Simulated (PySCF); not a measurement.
Species: C₇H₈OS.
Atom-mapped SMILES: `[CH3:1][S@:2](=[O:3])[c:4]1[cH:5][cH:6][cH:7][cH:8][cH:9]1` (hydrogens: H10, H11, H12 on C1; H13 on C5; H14 on C6; H15 on C7; H16 on C8; H17 on C9)

Torsions of this conformer, `[CH3:1][S@:2](=[O:3])[c:4]1[cH:5][cH:6][cH:7][cH:8][cH:9]1`: C1–S2–C4–C5 -79°.

The closed-shell ground state was solved at several levels (PySCF, density fitting, gas phase, non-relativistic). The structure is a single PBE0-D3(BJ)/def2-SVP conformer in the gas phase; no vibrational or solvent corrections.

| level | basis functions | HOMO (eV) | LUMO (eV) | gap (eV) | dipole (D) |
| --- | --- | --- | --- | --- | --- |
| CAM-B3LYP/def2-SVPD | 254 | -8.08 | 0.11 | 8.19 | 4.25 |
| PBE0/pcSseg-1 | 200 | -6.67 | -0.89 | 5.78 | 3.98 |

Task: Estimate the row for HF/pcSseg-1, a basis of 200 functions; the other rows only guide the guess.

Result: HOMO -9.37 eV, LUMO 2.66 eV, gap 12.03 eV, dipole 4.59 D.

Task: Over all these levels, which gives the widest orbital gap and which the narrowest?

Result: HF/pcSseg-1 (Hartree–Fock, all exact exchange) has the widest, 12.03 eV, and PBE0/pcSseg-1 (global hybrid, 25 % exact exchange) the narrowest, 5.78 eV. The two share the basis. From the narrowest to the widest the HOMO moves by -2.70 eV and the LUMO by +3.55 eV. The HOMO need not be the same orbital at Hartree–Fock and at DFT levels.

Task: How far do the dipole and the HOMO energy spread over the levels?

Result: The dipole runs from 3.98 to 4.59 D (mean 4.27 D) and the HOMO from -9.37 to -6.67 eV.
